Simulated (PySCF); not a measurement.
## KC from Hartree–Fock to correlated methods

State: ⁴Σ⁻ (quartet), unpaired electrons σ ↑, π ↑↑. Set-up: PySCF, no relativity, basis sets K 6-311G(d,p), C 6-311G(d,p). De refers to K + C in their high-spin ground configurations, without counterpoise correction. The functionals are run spin-unrestricted. A positive dipole means K(−)C(+).

```
      Level  Re (Å)  ωe (cm⁻¹)  De (eV)   μ (D)  CPU s a point (SCF and correlation, without the integrals)
        UHF   2.580        367     1.35  -10.02                                                         0.2
    UHF-MP2   2.536        376     1.76     n/a                                                         0.3
UHF-SCS-MP2   2.542        375     1.56     n/a                                                         n/a
   UHF-CCSD   2.544        373     1.63     n/a                                                         n/a
UHF-CCSD(T)   2.541        372     1.65     n/a                                                         3.7
        PBE   2.527        344     2.22   -7.64                                                        0.41
       BLYP   2.557        329     1.94   -7.33                                                        0.31
     r²SCAN   2.523        361     2.29   -8.64                                                        0.56
       PBE0   2.513        364     2.10   -8.60                                                        0.78
       MN15   2.517        364     2.04   -8.93                                                        0.74
  BHandHLYP   2.523        370     1.73   -9.09                                                        0.41
```

The bond length runs from 2.513 Å (PBE0) to 2.580 Å (UHF). De spans 1.35 eV (UHF, mean field) to 2.29 eV (r²SCAN, meta-GGA). Correlation at CCSD(T) changes the Hartree–Fock bond energy by +0.30 eV; the triples alone change it by +0.02 eV.

Correlated steps freeze 6 core orbitals. The state is the lowest determinant that a PBE0 search found; another state may lie lower at other levels.

The whole job (state search and all levels along the bond) took about 1.7 min on 1 thread of AMD EPYC 7R13 (shared host), peak memory 0.73 GiB.
